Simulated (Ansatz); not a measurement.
A structure relaxed at PBE0-D4/def2-SVP in Ansatz, charge 0, singlet:

```xyz
5

Hf    0.4120    1.0829   -0.8431
Hf    0.4586   -0.2774    1.3297
Te    2.5672   -0.6156   -0.4424
Te   -1.3366   -1.2179   -0.7367
Te   -2.1012    1.0281    0.6924
```

Task: Give its formula and point group.

Result: the cluster Hf₂Te₃. Point group Cs (tolerance 0.1 Å).

Task: Summarise the bond lengths by kind (pairs closer than 1.2 times the sum of covalent radii, bridged metal pairs left out).

Result: 6 × Hf–Te 2.77 to 2.95 Å; 1 × Te–Te 2.77 Å.

In the def2 sets Hf, Te take a core potential; there is no spin–orbit coupling. The restricted singlet is unstable towards broken spin symmetry at other levels; at PBE0-D4/def2-SVP this wasn't settled. Another isomer (singlet) lies 2.38 eV lower at PBE0-D4/def2-TZVP; other spin states weren't run for this one.
